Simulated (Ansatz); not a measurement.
Species: C4H9F3Si, net charge 0, singlet state. 
Geometry from a B3LYP-D3(BJ)/def2-TZVP (Ansatz, a quantum-chemistry and plane-wave program) optimisation:
SMILES: CC(C)(C)[Si](F)(F)F
```xyz
17

C     -1.7251    -1.1841    -0.3640
C     -0.9343     0.1341    -0.4440
C     -1.6941     1.2442     0.3043
C     -0.7400     0.5370    -1.9169
Si     0.7269    -0.1043     0.3455
F      0.6048    -0.5229     1.8719
F      1.6020     1.2195     0.2999
F      1.5707    -1.2388    -0.3767
H     -2.7062    -1.0498    -0.8282
H     -1.8864    -1.4980     0.6688
H     -1.2169    -1.9943    -0.8900
H     -2.6751     1.3895    -0.1569
H     -1.8547     0.9892     1.3534
H     -1.1634     2.1971     0.2636
H     -1.7167     0.6792    -2.3882
H     -0.2079    -0.2314    -2.4806
H     -0.1862     1.4727    -2.0116
```
Charge 0, spin multiplicity 1.

Quantity: atomisation energy (electronic, to ground-state atoms), in kcal/mol. Valence correlation only, unless marked. Open shells are spin-unrestricted. Spin-orbit coupling is left out. No relativistic terms. The coupled-cluster limit lacks core correlation, which all-electron functionals hold. CBS(X,Y): correlation extrapolated as X^-3; Hartree-Fock from the larger set. The bracket is a focal-point correction in the basis named.

```csv
level,program,atomisation energy (kcal/mol)
PBE0/def2-TZVPD,Ansatz,1685.5
BHLYP-D4/def2-TZVPD,Ansatz + dftd4,1647.4
r2SCAN0-D4/def2-TZVPD,Ansatz + dftd4,…
HSE06-D4/def2-TZVPD,Ansatz + dftd4,1695.0
HSE06/def2-TZVPD,Ansatz,1686.9
CAM-B3LYP-D4/def2-TZVPD,Ansatz + dftd4,1700.9
LC-wPBE-D3(BJ)/def2-TZVPD,Ansatz + dftd3,1701.1
wB97M-V/def2-TZVPD,Ansatz,1696.5
wB97X/def2-TZVPD,Ansatz,…
SCS-MP2/aug-cc-pV(D+d)Z,Ansatz,1609.2
SCS-MP2/cc-pV(T+d)Z,Ansatz,1677.4
CCSD/cc-pV(D+d)Z,Ansatz,1547.6
"RI-MP2/CBS(aug-cc-pV(T+d)Z,aug-cc-pV(Q+d)Z)+[CCSD(T)-MP2]/aug-cc-pV(T+d)Z",Ansatz,…
```

Q: Complete the blanks.

A: 
- r2SCAN0-D4/def2-TZVPD, atomisation energy (kcal/mol): 1675.8
- wB97X/def2-TZVPD, atomisation energy (kcal/mol): 1692.4
- RI-MP2/CBS(aug-cc-pV(T+d)Z,aug-cc-pV(Q+d)Z)+[CCSD(T)-MP2]/aug-cc-pV(T+d)Z, atomisation energy (kcal/mol): 1702.0
